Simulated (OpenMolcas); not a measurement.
# Pt4+: moving the ligands

Pt4+ with 6 ligands (fluoride) in trigonal antiprismatic coordination (D3d) at 1.94 Å, a polar angle of 54.2° against the regular 54.74°. A charge of +0.333 e stands 3.2 Å behind each ligand. Ligand basis ANO-RCC-VDZP.
```
Pt    0.0000    0.0000    0.0000
F     0.0000    1.5732    1.1351
F    -1.3625   -0.7866    1.1351
F     1.3625   -0.7866    1.1351
F     0.0000   -1.5732   -1.1351
F     1.3625    0.7866   -1.1351
F    -1.3625    0.7866   -1.1351
```

* Program: OpenMolcas
* Method: CASSCF
* Basis: ANO-RCC-VDZP [7s6p4d2f]
* Scalar Hamiltonian: DKH2, point nucleus
* Active space: 6 electrons in 5 orbitals (5d)
* State averaging: 2S+1 = 5 even, 5 roots; 2S+1 = 3 even, 45 roots; 2S+1 = 1 even, 50 roots
* Spin-orbit coupling: state interaction with AMFI integrals over the reference wave functions

Runs around this geometry, states (labels of D3, the rotations of D3d). Energies in cm-1 above the lowest state or level, χT in cm3 K/mol.

| R (Å) | Polar angle / regular | Ground state | First state of that spin | First gap with spin-orbit (degeneracies) | χT at 300 K | First state of another spin |
| --- | --- | --- | --- | --- | --- | --- |
| 1.92 | 0.99 | 2S+1 = 1 | 1E 30551 | 22798 (1, 2) | 0.016 | 3E 24998 |
| 1.94 | 0.99 | 2S+1 = 1 | 1E 29135 | 21374 (1, 2) | 0.017 | 3E 23567 |
| 1.94 | 1.089 | 2S+1 = 1 | 28898 | 21168 (1, 2) | 0.017 | 2S+1 = 3: 23373 |

Taking the first state of the same spin as R^-n, n = -ln(29135 / 30551) / ln(1.94 / 1.92) = 4.6 between the shortest and longest distance.

Without dynamic correlation the repulsion within the d shell is too large (B by tens of per cent), so at a given field states of lower spin stand too high. With metal d orbitals alone the field can be off either way by tens of per cent. Ligand-to-metal charge-transfer states are missing. With no ligand orbital active B as a rule stays too high, so bands that hang on it stand too high and its fall with covalency is understated. The least metal-like active orbital is 68 % on the metal (Löwdin) and no ligand orbital is active, so the numbers are rough, and ground spin, moment and any spin crossover can be artefacts of this space; highly charged d ions in such sites are as a rule low spin (holds for R = 1.92, ratio = 0.99; R = 1.94, ratio = 1.089). The least metal-like active orbital is 69 % on the metal (Löwdin) and no ligand orbital is active, so the numbers are rough, and ground spin, moment and any spin crossover can be artefacts of this space; highly charged d ions in such sites are as a rule low spin (holds for R = 1.94, ratio = 0.99). No measured value stands beside these numbers; the geometry is a model, was not optimised and need not be the one that this ion takes.

A state without a sure symmetry label is named by its multiplicity alone.
